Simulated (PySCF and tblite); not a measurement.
Results of a calculation; reference values are marked as such.
2 regioisomers of C₇H₁₄Se:

```
isomer                                                       SMILES
     A  [CH3:1][CH:2]([CH3:3])[C@@H:4]1[CH2:5][CH2:6][Se:7][CH2:8]1
     B  [CH3:1][CH:2]([CH3:3])[C@@H:4]1[CH2:5][CH2:6][CH2:7][Se:8]1
```

Protocol: conformer search, at most 6 conformers an isomer, GFN2-xTB geometries, energies PBE0/6-31G* (D3(BJ) added where defined), GIAO shieldings PBE0/6-31G*, weights at 298.15 K with GFN2-xTB thermal terms. Programs: PySCF with density fitting and tblite.

Q: What shifts does each isomer give (ppm; of two unlike H on one atom, a is the less shielded)?

A: 
A: ¹H (against TMS): 3.00 (H6a, 1H), 2.91 (H8a, 1H), 2.81 (H6b, 1H), 2.79 (H8b, 1H), 2.24 (H5a, 1H), 2.02 (H4, 1H), 1.89 (H2, 1H), 1.73 (H5b, 1H), 1.09 (H1, 3H), 1.07 (H3, 3H). ¹³C (against TMS): 52.1 (C4), 36.8 (C5), 35.8 (C8), 33.0 (C2), 32.6 (C6), 23.1 (C1), 22.2 (C3). ⁷⁷Se (against Me2Se): 149.3 (Se7).

B: ¹H (against TMS): 3.75 (H4, 1H), 2.99 (H7a, 1H), 2.77 (H7b, 1H), 2.23 (H6a, 1H), 2.17 (H5a, 1H), 2.15 (H2, 1H), 2.00 (H6b, 1H), 1.74 (H5b, 1H), 1.11 (H3, 3H), 1.07 (H1, 3H). ¹³C (against TMS): 62.4 (C4), 36.8 (C5), 36.0 (C2), 34.2 (C6), 33.1 (C7), 24.9 (C3), 22.8 (C1). ⁷⁷Se (against Me2Se): 218.7 (Se8).

Spin–orbit effects of the heavy atoms on shieldings are missing. Shifts are unscaled: against experiment ¹³C can be off by 15 ppm or more and ¹H by 0.8 ppm.
